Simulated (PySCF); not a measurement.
A single-point calculation

[Er(N2)2]3+ (singlet in the valence; each metal's 4f electrons, 11 of them, lie in its core potential, out of spins and levels). PySCF 2.14.0, RKS B3LYP, Er lcecp-1-SVP with ECP57, N def2-SVP; non-relativistic Hamiltonian with scalar-relativistic core potentials where named; density fitting; no spin-orbit coupling. The geometry is an unrelaxed template.

```python
mol = gto.M(atom='''
Er     0.00000     0.00000     0.00000
N      0.00000     0.00000     2.40800
N      0.00000     0.00000     3.51800
N      0.00000     0.00000    -2.40800
N      0.00000     0.00000    -3.51800''',
    basis={'Er': 'lcecp-1-SVP', 'N': 'def2-SVP'},
    ecp={'Er': 'lcecp-1-SVP'},
    charge=3, spin=0)
mf = dft.RKS(mol, xc='B3LYP')
mf.grids.atom_grid = (50, 194)  # f atoms: unpruned, at least (60, 302)
mf = mf.density_fit()  # fitting sets: Er AutoAux, N def2-universal-JKFIT
mf.conv_tol = 1e-08; mf.max_cycle = 55
mf.kernel(dm0)  # dm0: free metal ions and neutral atoms
```

Run from Python with OMP_NUM_THREADS=2; the lines above give its settings. Where DIIS fails, smearing, a level shift and second-order steps follow.
It took 2.2 s on 2 threads of Intel(R) Xeon(R) 6975P-C (Granite Rapids), on a shared host, peak memory 0.43 GiB.

Q: Where do the frontier levels lie, over both spins?

A: HOMO -26.84 eV, LUMO -20.56 eV. The 4f levels lie in the core potential and are missing.

Q: What does the SCF print?

A: 
```
init E= -246.891738800851
cycle= 1 E= -255.326487583736  delta_E= -8.43  |g|= 1.33  |ddm|=  3.3
cycle= 2 E= -254.862057983489  delta_E= 0.464  |g|= 1.82  |ddm|= 2.77
cycle= 3 E= -255.746767399217  delta_E= -0.885  |g|= 0.337  |ddm|= 1.79
cycle= 4 E= -255.750666219571  delta_E= -0.0039  |g|= 0.295  |ddm|= 0.424
...
cycle= 7 E= -255.769786251303  delta_E= -3.69e-07  |g|= 0.000175  |ddm|= 0.00169
cycle= 8 E= -255.769786260143  delta_E= -8.84e-09  |g|= 1.68e-05  |ddm|= 0.000261
Extra cycle  E= -255.769786260209  delta_E= -6.58e-11  |g|= 4.62e-06  |ddm|= 2.59e-05
converged SCF energy = -255.769786260209
```

Q: What are the Mulliken charges and spins?

A: 
```
atom  charge (e)  spin (e)
 Er1       2.437     0.000
  N2      -0.065     0.000
  N3       0.346     0.000
  N4      -0.065     0.000
  N5       0.346     0.000
```
The spin of the 4f electrons in the core isn't counted.

An lcecp potential fixes the number of 4f electrons, so in runs with it no electron can move into or out of that shell.
